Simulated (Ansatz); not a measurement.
Ansatz results at the PBE0-D4/def2-TZVP geometry: LUMO energy (PBE/def2-TZVPP) -1.18 eV; LUMO energy (PBE0/def2-TZVPP) -0.38 eV; HOMO energy (PBE/def2-TZVPP) -5.36 eV.

Each molecule was computed in one conformer, which needn't be the lowest.

Problem. Which molecule gave them?
A. `[SiH3][O][Cd][Cl]`
B. `C[S][Cd][S]C`
C. `[CH3][Cd][O]C(C)(C)C`
D. `[F][Cd][Cl]`

Solution. C. The others give `[SiH3][O][Cd][Cl]`: -3.01, -2.10, -6.91; `[F][Cd][Cl]`: -3.20, -2.27, -7.71; `C[S][Cd][S]C`: -1.94, -1.15, -5.48.
